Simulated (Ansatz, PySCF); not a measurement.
Molecule: GeO3 (charge 0, singlet). 
Coordinates optimised at B3LYP-D3(BJ)/def2-TZVP (Ansatz, a first-principles code):
```
Ge
O 1 1.6264
O 1 1.7606 2 152.52
O 3 1.6249 1 62.52 2 -180.00
```

Total electronic energies in hartree. Valence correlation only, unless marked. Spin-orbit coupling is left out. Frozen are the shells of the preceding noble gas and the d and f shells that filled before the atom's block. Non-relativistic. CBS(X,Y): correlation extrapolated as X^-3; Hartree-Fock from the larger set. [CCSD(T)-MP2]/basis is that difference in the basis named.

The Hartree-Fock reference is unstable (checked in the largest basis), which strains HF and MP2. 

```csv
level,program,energy (Eh)
RI-HF/aug-cc-pVQZ,Ansatz,-2299.91822
B97M-V/def2-TZVPD,Ansatz,-2302.18225
PBE0/STO-3G,Ansatz,-2275.06492
PBE0-D4/def2-TZVPD,Ansatz + dftd4,-2302.13405
BHLYP/def2-TZVPD,Ansatz,-2302.47936
TPSSh/def2-TZVPD,PySCF,[?]
r2SCANh/def2-TZVPD,Ansatz,[?]
CAM-B3LYP-D4/def2-TZVPD,Ansatz + dftd4,-2302.68301
wB97M-V/def2-TZVPD,Ansatz,-2302.46584
wB97X/def2-TZVPD,Ansatz,-2302.60853
B2GP-PLYP-D4/def2-TZVPD,Ansatz + dftd4,-2301.90976
B2PLYP/def2-TZVPD,Ansatz,-2302.10140
MP2/6-31G*,Ansatz,-2300.13301
MP2/aug-cc-pVTZ,Ansatz,-2300.76547
RI-MP2/aug-cc-pVTZ,Ansatz,-2300.76527
RI-MP2/aug-cc-pVQZ,Ansatz,-2300.83610
RI-MP2/cc-pVQZ,Ansatz,-2300.82559
"RI-MP2/CBS(aug-cc-pVTZ,aug-cc-pVQZ)",Ansatz,-2300.8747
SCS-MP2/aug-cc-pVTZ,Ansatz,-2300.74112
CCSD/STO-3G,Ansatz,-2273.35880
CCSD/cc-pVDZ,Ansatz,-2300.40078
"RI-MP2/CBS(cc-pVTZ,cc-pVQZ)+[CCSD(T)-MP2]/cc-pVDZ",Ansatz,-2300.8914
"CCSD(T)/CBS(cc-pVTZ,cc-pVQZ)",Ansatz,-2300.8907
```

Problem. Fill in the missing entries.

Solution. 
- TPSSh/def2-TZVPD, energy (Eh): -2302.60355
- r2SCANh/def2-TZVPD, energy (Eh): -2302.49328
